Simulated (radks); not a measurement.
Spherical quantum dot in the effective-mass picture: electrons in a hard-walled sphere of radius 2.62, with a point charge +2 (a donor) at the centre, all in effective atomic units (hartree* = m*/eps^2 hartree, bohr* = eps/m* bohr), one dielectric constant everywhere. Calculated with a radial shooting solver with Libxc functionals: non-relativistic Kohn-Sham, r2SCAN, spin-polarised, spherical densities, generalised Kohn-Sham scheme. Levels are named by radial order and angular momentum (1s, 1p, 1d, 2s, ...), and open shells are averaged over m. Results are scaled to m* = 0.039 and eps = 9.2, for which hartree* = 12.54 meV and bohr* = 12.48 nm.

N = 3, configuration 1s2 1p(up 1, down 0). This is the lowest configuration that the search found. Occupied and some empty levels:

level    occupation  eigenvalue (meV)  <r> (nm)
1s up             1            1.0480     11.16
1s down           1            1.9199     10.68
1p up             1            18.891     18.59
1p down           0            20.669     18.34
2s up             0            25.674     17.21
2s down           0            26.958     17.40
1d up             0            32.614     20.89
1d down           0            34.527     20.70
1f up             0            48.335     22.27
1f down           0            50.363     22.10

Energy (meV): total -19.3274, kinetic 56.540, external -104.73, Hartree 47.832, exchange-correlation -18.971.
